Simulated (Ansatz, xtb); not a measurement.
## BGeH8NO: which of two isomers lies lower

Structure I is `O[BH2-][NH2+][GeH3]`, a singlet and structure II is `[NH3+][BH2-][O][GeH3]`, a singlet. Both are isolated molecules in the gas phase, relaxed with B3LYP-D3(BJ)/def2-SVP; the shapes shown needn't be the lowest conformers.

I (Å):

```xyz
12

B    -1.4749   -0.6376    1.7292
Ge    0.3617    1.4588    0.9939
N    -0.4006   -0.2662    0.5398
O    -1.9779    0.7021    2.0415
H    -2.2106    0.7822    2.9714
H    -0.8033   -1.1568    2.6233
H    -2.2889   -1.4053    1.2198
H    -0.8925   -0.2019   -0.3551
H     0.3109   -0.9912    0.4272
H     0.7156    1.4635    2.4795
H     1.6671    1.4696    0.1538
H    -0.5605    2.5713    0.4998
```

II (Å):

```xyz
12

B     1.4510    0.7241    2.2547
Ge    1.2907    2.4030   -0.0237
N     0.4209   -0.3962    2.9099
O     0.7011    1.1732    1.1073
H    -0.4693    0.0552    3.1359
H     0.2298   -1.1249    2.2173
H     0.7999   -0.8292    3.7545
H     2.4771    0.0815    2.0140
H     1.6066    1.5510    3.1581
H     0.1801    2.5693   -1.0815
H     1.5329    3.7420    0.7146
H     2.6041    1.9324   -0.6946
```

Quicker runs give these differences E(II) − E(I): GFN2-xTB −0.171 eV; HF/STO-3G +0.455 eV (at GFN2-xTB geometries); r2SCAN-D4/def2-SVP −0.225 eV (at GFN2-xTB geometries).

Q: Estimate which is lower in electronic energy at CCSD(T)/def2-SVP + ΔMP2/def2-TZVPP, and by roughly how much.

A: The CCSD(T)/def2-SVP + ΔMP2/def2-TZVPP calculation puts structure II lower, by 0.288 eV.

Level by level:

```tsv
level	geometry	E(II) − E(I) (eV)	departure from the last row (eV)	job, with rough time for the two
GFN2-xTB	GFN2-xTB	−0.171	+0.117	optimisation, 0.21 s
HF/STO-3G	GFN2-xTB	+0.455	+0.743	single point, 0.44 s
r2SCAN-D4/def2-SVP	GFN2-xTB	−0.225	+0.063	single point, 4.4 s
B3LYP-D3(BJ)/def2-SVP	B3LYP-D3(BJ)/def2-SVP	−0.291	−0.003	optimisation, 71 s
HF/def2-SVP	B3LYP-D3(BJ)/def2-SVP	−0.428	−0.140	part of the CCSD(T) run
MP2/def2-SVP	B3LYP-D3(BJ)/def2-SVP	−0.330	−0.042	part of the CCSD(T) run
CCSD(T)/def2-SVP	B3LYP-D3(BJ)/def2-SVP	−0.322	−0.034	single point
CCSD(T)/def2-SVP + ΔMP2/def2-TZVPP	B3LYP-D3(BJ)/def2-SVP	−0.288		single point, 47 s
```

As drawn, II has 1 Ge–O, 1 N–H in place of 1 Ge–N, 1 O–H.

HF/STO-3G puts the two in the other order. The largest departure from CCSD(T)/def2-SVP + ΔMP2/def2-TZVPP is that of HF/STO-3G, 0.743 eV. The last row adds to CCSD(T) the change of the MP2 difference between the two basis sets, here +0.034 eV.

With harmonic frequencies from B3LYP-D3(BJ)/def2-SVP (ideal gas, rigid rotor, one conformer each, 298.15 K, 1 atm): on the last row, ΔE + ΔZPE = −0.282 eV. A mode under 50 cm⁻¹ makes harmonic enthalpies and free energies unreliable, so none is given.

The correlated steps freeze 12 core orbitals; the filled d shell of Ge is correlated, in a basis made for valence electrons. Run with Ansatz 0.2.0, xtb 6.7.1; the last row on 2 threads of Arm Neoverse V1 on a shared host.
